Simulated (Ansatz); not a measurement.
A made-up structure of ZnBH3, singlet:

B1  (-0.221, -0.803, 0.292)
Zn2  (0.299, 1.086, -0.395)
H3  (-1.255, -1.025, 0.860)
H4  (0.487, -1.762, 0.154)
H5  (0.175, -1.514, -0.521)
(Å)

It is relaxed with PBE-D4/def2-SVP and then PBE0-D4/def2-TZVP (Ansatz 0.2.0). Atoms count as bonded within 1.22 times the sum of their covalent radii (H–H: 0.88 Å). The end point is not checked to be a true minimum.

(1) Does its bonding change? (Judge from chemistry; the calculation decides.)

Answers

(1) The calculation gives: Yes. Formed: none; broken: H4–H5.

Where it ends: The first stage lowers the energy by 3.86 eV in 8 steps. It ends as ZnBH₃ ([BH3][Zn]):
```xyz
5
angstrom
B -0.1990 -1.1788 0.1506
Zn 0.3479 0.9561 -0.2626
H -1.1756 -0.8993 0.7920
H 0.8297 -1.4272 0.7191
H -0.3173 -1.4678 -1.0094
```

Labels in which every atom is bracketed show which atoms are joined, not bond orders.

For scale, one of the runs: PBE0-D4/def2-TZVP relaxation, 97 basis functions, launched by `ansatz run in.yaml --threads 2 --pin off --events-out ev --progress --plain --max-ram 4352MiB`. The run took about 13 s on 2 CPU threads of an Arm Neoverse N1 (shared host).
